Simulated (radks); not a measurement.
Spherical quantum dot in the effective-mass picture: electrons in a parabolic well V = omega^2 r^2 / 2 with omega = 2.16, all in effective atomic units (hartree* = m*/eps^2 hartree, bohr* = eps/m* bohr), one dielectric constant everywhere. Calculated with a radial shooting solver with Libxc functionals: non-relativistic Kohn-Sham, LDA (Slater exchange, Perdew-Wang correlation), spin-polarised, spherical densities. Levels are named by radial order and angular momentum (1s, 1p, 1d, 2s, ...), and open shells are averaged over m.

N = 14, configuration 1s2 1p6 1d(up 5, down 1). This is the lowest configuration that the search found. Occupied and some empty levels:

| level | occupation | eigenvalue (hartree*) | <r> (bohr*) |
|---|---|---|---|
| 1s up | 1 | 13.452 | 0.9738 |
| 1s down | 1 | 13.541 | 0.9631 |
| 1p up | 3 | 14.808 | 1.243 |
| 1p down | 3 | 14.925 | 1.240 |
| 1d up | 5 | 16.283 | 1.441 |
| 1d down | 1 | 16.407 | 1.442 |
| 2s up | 0 | 16.492 | 1.289 |
| 2s down | 0 | 16.577 | 1.295 |
| 1f up | 0 | 17.861 | 1.603 |
| 1f down | 0 | 17.982 | 1.607 |
| 2p up | 0 | 18.172 | 1.466 |
| 2p down | 0 | 18.255 | 1.469 |

Energy (hartree*): total 148.643, kinetic 29.912, external 59.704, Hartree 68.259, exchange-correlation -9.2320.
